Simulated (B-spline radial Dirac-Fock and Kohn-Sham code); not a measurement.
## Two-hole binding energies of Bi²⁷⁺

System: Bi²⁷⁺ in the configuration [Kr] 4d10 4f10.

Input file task.json (cfg lists n, l and occupation; rrms is the nuclear radius in fm):

```json
{"items": [{
  "Z": 83,
  "q": 27,
  "cfg": [[1, 0, 2], [2, 0, 2], [2, 1, 6], [3, 0, 2], [3, 1, 6], [3, 2, 10], [4, 0, 2], [4, 1, 6], [4, 2, 10], [4, 3, 10]],
  "A": 209,
  "rrms": 5.5211,
  "do": ["binding", "quiet", "double"]
}]}
```

Launch: `python xray_run.py task.json out`

Calculated with a B-spline atomic structure program, using ΔSCF Dirac-Fock with Breit, self-energy and vacuum polarisation, finite nucleus, configuration average. U is the two-hole binding energy less the two single-hole energies, the effective repulsion of the holes after relaxation. Each two-hole energy is an average over J within one jj subconfiguration.

```
          holes  E(a) (eV)  E(b) (eV)  E(ab) (eV)  U (eV)
   1s⁻¹ 3d3/2⁻¹    91379.9     3526.1     95057.6   151.6
           2s⁻²    17243.0    17243.0     34783.6   297.5
   2s⁻¹ 2p1/2⁻¹    17243.0    16562.5     34092.7   287.2
        2p1/2⁻²    16562.5    16562.5     33505.4   380.5
   2s⁻¹ 2p3/2⁻¹    17243.0    14268.4     31775.2   263.7
        2p3/2⁻²    14268.4    14268.4     28839.2   302.4
   2s⁻¹ 3p1/2⁻¹    17243.0     4537.9           ?       ?
   2p1/2⁻¹ 3s⁻¹    16562.5     4841.7     21542.9   138.8
2p3/2⁻¹ 3p1/2⁻¹    14268.4     4537.9     18952.3   146.0
2p3/2⁻¹ 3d3/2⁻¹    14268.4     3526.1     17943.4   148.8
2p3/2⁻¹ 3d5/2⁻¹    14268.4     3417.4     17826.1   140.2
        3d3/2⁻²     3526.1     3526.1      7168.4   116.1
3d3/2⁻¹ 3d5/2⁻¹     3526.1     3417.4      7059.5   115.9
        4d3/2⁻²     1242.9     1242.9      2539.2    53.3
```

Q: Give the missing two-hole energy and U.

A: E(ab) = 21925.0 eV and U = 144.1 eV.
